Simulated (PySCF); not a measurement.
C₆H₁₅NSi.
SMILES with atom numbers: `[CH3:1][CH:2]([CH3:3])[C@@H:4]1[CH2:5][NH:6][SiH2:7][CH2:8]1` (hydrogens: H9, H10, H11 on C1; H12 on C2; H13, H14, H15 on C3; H16 on C4; H17, H18 on C5; H19 on N6; H20, H21 on Si7; H22, H23 on C8)

The same species was optimised twice, with GFN2-xTB and with PBE0-D3(BJ)/def2-SVP (PySCF), and the same property calculations (PySCF, gas phase) were run on both structures.

```tsv
coordinate	GFN2-xTB	PBE0-D3(BJ)/def2-SVP	change
N6–Si7 (Å)	1.713	1.733	+0.020
Si7–C8 (Å)	1.899	1.887	-0.012
C4–C8 (Å)	1.533	1.542	+0.009
C4–C5 (Å)	1.533	1.538	+0.005
C2–C3 (Å)	1.528	1.525	-0.003
C1–C2 (Å)	1.529	1.526	-0.003
C2–C4 (Å)	1.536	1.535	-0.001
C5–N6 (Å)	1.448	1.448	0.000
N6–Si7–C8 (°)	91.9	93.1	+1.2
C5–C4–C8 (°)	106.8	107.9	+1.1
C4–C5–N6 (°)	106.7	107.7	+1.0
C1–C2–C3 (°)	109.4	110.3	+0.9
C3–C2–C4 (°)	110.7	111.7	+1.0
C5–N6–Si7 (°)	114.7	113.9	-0.8
C4–C8–Si7 (°)	104.6	103.8	-0.8
C2–C4–C8 (°)	113.1	113.8	+0.7
C1–C2–C4–C5 (°)	-54	-54	0
```

Rotational constants: A = 3385, B = 1039, C = 839.8 MHz (GFN2-xTB) against A = 3321, B = 1040, C = 835.1 MHz (PBE0-D3(BJ)/def2-SVP). Point groups within 0.08 Å: C1 and C1.

On the GFN2-xTB structure: HOMO (eV) -6.45 [PBE0/pcSseg-1]; LUMO (eV) 0.91 [PBE0/pcSseg-1]; dipole (D) 0.87 [PBE0/pcSseg-1]; GIAO shielding of C1 (ppm) 163.1 [PBE0/pcSseg-1]; GIAO shielding of C2 (ppm) 147.8 [PBE0/pcSseg-1]; GIAO shielding of C3 (ppm) 162.2 [PBE0/pcSseg-1]; GIAO shielding of C4 (ppm) 137.5 [PBE0/pcSseg-1]; GIAO shielding of C5 (ppm) 131.4 [PBE0/pcSseg-1]; GIAO shielding of N6 (ppm) 244.4 [PBE0/pcSseg-1]; GIAO shielding of Si7 (ppm) 374.2 [PBE0/pcSseg-1]; GIAO shielding of C8 (ppm) 169.8 [PBE0/pcSseg-1].

**Question.** What do these properties become on the PBE0-D3(BJ)/def2-SVP structure?

**Answer.** 
```json
{"property": "HOMO (eV)", "level": "PBE0/pcSseg-1", "on GFN2-xTB": "-6.45", "on PBE0-D3(BJ)/def2-SVP": "-6.45", "change": "0.00"}
{"property": "LUMO (eV)", "level": "PBE0/pcSseg-1", "on GFN2-xTB": "0.91", "on PBE0-D3(BJ)/def2-SVP": "0.92", "change": "+0.01"}
{"property": "dipole (D)", "level": "PBE0/pcSseg-1", "on GFN2-xTB": "0.87", "on PBE0-D3(BJ)/def2-SVP": "0.98", "change": "+0.11"}
{"property": "energy, GFN2-xTB geometry as zero (kcal/mol)", "level": "PBE0/pcSseg-1", "on GFN2-xTB": "0.0", "on PBE0-D3(BJ)/def2-SVP": "-1.6", "change": "-1.6"}
{"property": "GIAO shielding of C1 (ppm)", "level": "PBE0/pcSseg-1", "on GFN2-xTB": "163.1", "on PBE0-D3(BJ)/def2-SVP": "161.3", "change": "-1.8"}
{"property": "GIAO shielding of C2 (ppm)", "level": "PBE0/pcSseg-1", "on GFN2-xTB": "147.8", "on PBE0-D3(BJ)/def2-SVP": "147.3", "change": "-0.5"}
{"property": "GIAO shielding of C3 (ppm)", "level": "PBE0/pcSseg-1", "on GFN2-xTB": "162.2", "on PBE0-D3(BJ)/def2-SVP": "160.6", "change": "-1.6"}
{"property": "GIAO shielding of C4 (ppm)", "level": "PBE0/pcSseg-1", "on GFN2-xTB": "137.5", "on PBE0-D3(BJ)/def2-SVP": "136.1", "change": "-1.4"}
{"property": "GIAO shielding of C5 (ppm)", "level": "PBE0/pcSseg-1", "on GFN2-xTB": "131.4", "on PBE0-D3(BJ)/def2-SVP": "130.8", "change": "-0.6"}
{"property": "GIAO shielding of N6 (ppm)", "level": "PBE0/pcSseg-1", "on GFN2-xTB": "244.4", "on PBE0-D3(BJ)/def2-SVP": "243.1", "change": "-1.3"}
{"property": "GIAO shielding of Si7 (ppm)", "level": "PBE0/pcSseg-1", "on GFN2-xTB": "374.2", "on PBE0-D3(BJ)/def2-SVP": "371.6", "change": "-2.6"}
{"property": "GIAO shielding of C8 (ppm)", "level": "PBE0/pcSseg-1", "on GFN2-xTB": "169.8", "on PBE0-D3(BJ)/def2-SVP": "169.7", "change": "-0.1"}
```

The heavy atoms differ by 0.032 Å rms after alignment. Among bonds between heavy atoms N6–Si7 changes most (+0.020 Å). Changes are differences of the printed values. Neither structure is proved a minimum here.
